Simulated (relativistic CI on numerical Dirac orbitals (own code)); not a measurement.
# Electric-dipole transitions in Os XL

Calculated at this level of theory: Dirac-Coulomb-Breit CI, separate exchange-only KLI orbitals for each configuration, model QED, unscaled Slater integrals (own radial code, finite nucleus).

CI space (outside the closed core [Ar] 3d10): 4s2 4p6 4d, 4s2 4p6 4f, 4s2 4p5 4d2, 4s 4p6 4d2, 4s2 4p5 4d 4f, 4s 4p6 4d 4f, 4s2 4p6 5s, 4s2 4p6 5p, 4s2 4p6 5d, 4p6 4d3, 4p5 4d4, 4p5 4d3 4f, 4s 4p6 4f2, 4s 4p5 4f3, 4p6 4f3. Double excitations out of closed p, d and f shells are left out; levels of such configurations are missing from the list, as are those of other unlisted configurations, and high levels can miss mixing partners.

```
λ vac (Å)                      Lower                        Upper   A (s⁻¹)        gf  Branching (%)
   41.433      4s2 4p6 4d 2D_3/2 [1]     4s2 4p5 4d2 2D°_3/2 [41]  4.41e+12  4.54e+00           99.6
   42.018      4s2 4p6 4d 2D_5/2 [2]     4s2 4p5 4d2 2P°_3/2 [47]  2.25e+12  2.39e+00          100.0
   42.093      4s2 4p6 4d 2D_5/2 [2]     4s2 4p5 4d2 2F°_7/2 [46]  2.47e+12  5.25e+00          100.0
   42.425      4s2 4p6 4d 2D_5/2 [2]     4s2 4p5 4d2 2D°_5/2 [43]  3.46e+12  5.60e+00          100.0
   42.527      4s2 4p6 4d 2D_3/2 [1]     4s2 4p5 4d2 2P°_1/2 [38]  2.17e+12  1.17e+00          100.0
   45.303      4s2 4p6 4d 2D_3/2 [1]     4s2 4p5 4d2 2F°_5/2 [34]  1.43e+12  2.64e+00          100.0
   50.230    4s2 4p5 4d2 4D°_3/2 [3]    4s2 4p5 4d 4f 4F_3/2 [92]  9.89e+11  1.50e+00           37.1
   50.284    4s2 4p5 4d2 4D°_1/2 [4]    4s2 4p5 4d 4f 4F_3/2 [92]  1.01e+12  1.53e+00           37.8
   53.218      4s2 4p6 4d 2D_3/2 [1]     4s2 4p5 4d2 2D°_5/2 [30]  9.46e+11  2.41e+00           69.3
   54.517    4s2 4p5 4d2 4G°_7/2 [6]    4s2 4p5 4d 4f 2H_9/2 [71]  5.58e+11  2.49e+00           84.0
   55.001    4s2 4p5 4d2 4G°_9/2 [9]   4s2 4p5 4d 4f 4H_11/2 [94]  5.72e+11  3.11e+00           80.0
   55.112   4s2 4p5 4d2 2G°_7/2 [14]   4s2 4p5 4d 4f 2H_9/2 [100]  6.31e+11  2.87e+00           77.5
   55.322  4s2 4p5 4d2 2H°_11/2 [13]   4s2 4p5 4d 4f 4H_13/2 [96]  6.75e+11  4.33e+00           80.7
   55.370   4s2 4p5 4d2 2G°_9/2 [19]  4s2 4p5 4d 4f 4G_11/2 [110]  6.31e+11  3.48e+00           67.8
   56.557  4s2 4p5 4d2 4G°_11/2 [21]  4s2 4p5 4d 4f 2I_13/2 [115]  8.35e+11  5.61e+00           72.1
   57.688      4s2 4p6 4d 2D_5/2 [2]      4s2 4p6 4f 2F°_7/2 [33]  7.07e+11  2.82e+00          100.0
   58.069      4s2 4p6 4d 2D_5/2 [2]      4s2 4p6 4f 2F°_5/2 [32]  5.85e+11  1.77e+00           58.9
   58.695      4s2 4p6 4d 2D_5/2 [2]     4s2 4p5 4d2 2P°_3/2 [31]  7.91e+11  1.63e+00          100.0
   58.793      4s2 4p6 4d 2D_5/2 [2]     4s2 4p5 4d2 2D°_5/2 [30]  4.19e+11  1.30e+00           30.7
   60.158      4s2 4p6 4d 2D_3/2 [1]     4s2 4p5 4d2 2D°_3/2 [22]  6.31e+11  1.37e+00           99.6
```

Terms are leading LS components. Brackets give the number of a level in order of energy, since labels repeat. The list gives strong lines, with weight on those to low levels, without lines whose two gauges differ by over a factor of 2.5, among the lowest 200 of 2142 levels, so that lines to higher ones, which can be the strongest, are missing. Levels whose partners in the same complex of configurations lie outside the list can be far off, and so can their lines. Rates are taken at the computed energies, electric ones in the length gauge.

At this charge energies of transitions that change n are usually good to better than 1 %, and those within a shell (Δn = 0) to a few per cent.

LS names give the leading component of a level, which can be under half, so a name can repeat, a term be missing and a line seem to break the LS rules.
